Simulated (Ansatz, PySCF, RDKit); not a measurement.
Complex: NH3 (SMILES N) (first 4 atoms) with CH2F2 (SMILES FCF); geometry from B3LYP-D3(BJ)/def2-TZVP, rigid monomers moved along the line of their centres of mass till N1···H8 is 2.71 Å.
(charge 0, multiplicity 1):
| atom | x (Å) | y (Å) | z (Å) |
|---|---|---|---|
| N | -0.0090 | -0.0988 | -0.1190 |
| H | -1.0216 | -0.0822 | -0.1719 |
| H | 0.3188 | 0.8328 | -0.3489 |
| H | 0.3213 | -0.7233 | -0.8461 |
| F | -1.0452 | -0.4591 | 3.9643 |
| C | 0.2776 | -0.3538 | 3.6298 |
| F | 0.7269 | 0.8651 | 4.0583 |
| H | 0.3680 | -0.4029 | 2.5439 |
| H | 0.8277 | -1.1286 | 4.1672 |

Monomers are frozen at their geometry in the pair; levels with a basis set take the counterpoise correction. RDKit's UFF carries no charges.

Rows in 6-31G* carry no dispersion term and start afresh at each structure (6-31G* with six Cartesian d functions).

Programs: Ansatz (Gaussian orbitals); PySCF for 6-31G* rows, the dispersion terms; RDKit for the force fields. Each number belongs to the level named beside it.

Task: One of these levels gives -12.5 kJ/mol for the interaction energy. Name it.
A. HF/aug-cc-pVDZ
B. PBE-D4/def2-TZVPPD
C. UFF
D. HF/6-31G*

Result: B, PBE-D4/def2-TZVPPD. The others give -1.0 (UFF), -11.0 (HF/6-31G*), -9.5 (HF/aug-cc-pVDZ)

Ansatz is a first-principles code.
